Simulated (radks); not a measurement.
Spin polarisation of the 4f1 shell in the cerium ion Ce3+. Start: [Xe] 4f(up 0.5, down 0.5); electrons of 4f are moved from spin down to spin up, other shells keep equal spins. All-electron calculation, scalar-relativistic Kohn-Sham, r2SCAN, spin-polarised, spherical densities, finite nucleus; meta-GGA in the generalised Kohn-Sham scheme; Fermi nuclear charge, rms radius of each element as measured or else 0.836 A^(1/3) + 0.57 fm. Program: a radial shooting solver on a logarithmic mesh with Libxc functionals.

moment (Bohr magnetons)  E - E(0) (eV)  e(4f up) (eV)  e(4f down) (eV)  5p down minus up (eV)  5s down minus up (eV)
0                                0.000        -27.965          -27.965                  0.000                  0.000
0.25                            -0.015        -28.084          -27.842                  0.116                  0.151
0.5                             -0.061        -28.200          -27.715                  0.232                  0.301
0.75                            -0.137        -28.312          -27.585                  0.348                  0.452
1                               -0.243        -28.421          -27.451                  0.465                  0.604

At moment 1 the spin-polarisation energy is -0.243 eV and the 4f exchange splitting 0.970 eV, that is 0.970 eV per Bohr magneton; E = -I m^2/4 would give I = 0.971 eV.
